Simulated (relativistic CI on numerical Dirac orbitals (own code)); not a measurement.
**Hyperfine structure of Bi LIX, mass number 209**

Computed by Dirac-Coulomb-Breit CI, separate exchange-only KLI orbitals for each configuration, a model potential for QED, unscaled Slater integrals (own radial code, finite nucleus).

Configurations in the expansion (outside the closed core [Ne]): 3s2 3p6 3d7, 3s2 3p5 3d8, 3s2 3p4 3d9, 3s 3p6 3d8, 3p6 3d9, 3s 3p5 3d9, 3s2 3p6 3d6 4s, 3s2 3p6 3d6 4p, 3s2 3p4 3d8 4s, 3s2 3p6 3d6 4d, 3s2 3p4 3d8 4p, 3s2 3p5 3d7 4s, 3s2 3p6 3d6 4f, 3s2 3p5 3d7 4p, 3s2 3p6 3d5 4s2, 3s 3p6 3d7 4s. Levels of other configurations are missing.

Nuclear spin I = 9/2, μ = 4.092 μN, Q = -0.516 b (tables of Stone and Pyykkö). The electronic factors are computed for point nuclear moments, without core polarisation or the Bohr-Weisskopf and QED corrections.

```
              Level  E (cm⁻¹)  A (MHz)  B (MHz)
 3s2 3p6 3d7 4F_9/2         0    54790    -5070
 3s2 3p6 3d7 2D_5/2    193791    55070    -5210
 3s2 3p6 3d7 4F_7/2    934025    62000   -16500
 3s2 3p6 3d7 4P_5/2   1052428    20960    47200
 3s2 3p6 3d7 2P_1/2   1060589   -29870         
3s2 3p6 3d7 2H_11/2   1072711    78280   105000
 3s2 3p6 3d7 2F_7/2   1144712    83880    17300
 3s2 3p6 3d7 2F_5/2   1182893    85960   -12100
```

Levels with J = 0, under 50 % of one LS term, or S terms without an open s electron are left out. Small factors come from cancelling terms and can be off by tens of per cent or more.

At this charge energies of transitions that change n are usually good to better than 1 %, and those within a shell (Δn = 0) to a few per cent.

(1) Give the hyperfine levels of 3s2 3p6 3d7 4F_9/2 relative to its centre of gravity.

Answers

(1) With K = F(F + 1) − I(I + 1) − J(J + 1), E = AK/2 + B[¾K(K + 1) − I(I + 1)J(J + 1)]/[2I(2I − 1)J(2J − 1)]: F = 0: -1.358e+06, F = 1: -1.303e+06, F = 2: -1.193e+06, F = 3: -1.028e+06, F = 4: -808200, F = 5: -533500, F = 6: -204300, F = 7: 179200, F = 8: 616800, F = 9: 1.108e+06 MHz.

LS names give the leading component of a level, which can be under half, so a name can repeat, a term be missing and a line seem to break the LS rules.
